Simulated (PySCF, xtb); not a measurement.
Ga(Me)3(PH3) (C3H12GaP), SMILES [CH3][Ga]([CH3])([CH3])<-[PH3] (connectivity only; charge and spin as stated), neutral, multiplicity 1.

GFN2-xTB run with xtb 6.7.1 at its own geometry gives an orbital gap of 3.78 eV and a dipole moment of 3.05 D.

Geometry: ωB97X-D3(BJ)/def2-SVP. The isomer is the one that the SMILES or the coordinates give; other isomers of the formula were not compared. The values are those of a single conformer.

### Question
What does PySCF with CAM-B3LYP/def2-TZVP give? (The exact figures need the calculation; the answer reports its results.)

### Answer
gap 9.46 eV (levels -8.34 and 1.12 eV), dipole 3.24 D.
